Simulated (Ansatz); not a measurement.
Cartesian coordinates (Å):
SMILES: CC[C@@H]([SiH3])CC(F)(F)F
```xyz
20

C     -2.1555    -0.8134     0.2435
C     -1.4182     0.0277    -0.8000
C      0.0195     0.4432    -0.4140
Si     0.0309     1.5704     1.1378
C      0.9360    -0.7884    -0.3274
C      2.4108    -0.4813    -0.2269
F      2.8361     0.2939    -1.2415
F      2.7125     0.1676     0.9196
F      3.1444    -1.6068    -0.2464
H     -2.2609    -0.2764     1.2006
H     -1.6354    -1.7618     0.4529
H     -3.1693    -1.0666    -0.1031
H     -2.0032     0.9389    -1.0072
H     -1.3791    -0.5303    -1.7535
H      0.4043     1.0766    -1.2325
H      0.0470     0.7619     2.3913
H      1.1981     2.4928     1.1314
H     -1.2191     2.3879     1.1159
H      0.8127    -1.4127    -1.2285
H      0.6884    -1.4233     0.5371
```
Charge 0, spin multiplicity 1.

Calculation: frozen-core CCSD(T)/cc-pVDZ // B3LYP-D3(BJ)/def2-SVP (Ansatz, a first-principles code).

```yaml
HF energy: -783.03284 Ha
MP2 correlation energy: -1.36871 Ha
```

**Question.** Estimate the CCSD correlation energy, the (T) correction, the total energy and the T1 diagnostic.

**Answer.** 
```json
{
 "CCSD correlation energy": "-1.45206 Ha",
 "(T) correction": "-0.03785 Ha",
 "CCSD(T) total energy": "-784.52274 Ha",
 "T1 diagnostic": "0.010"
}
```
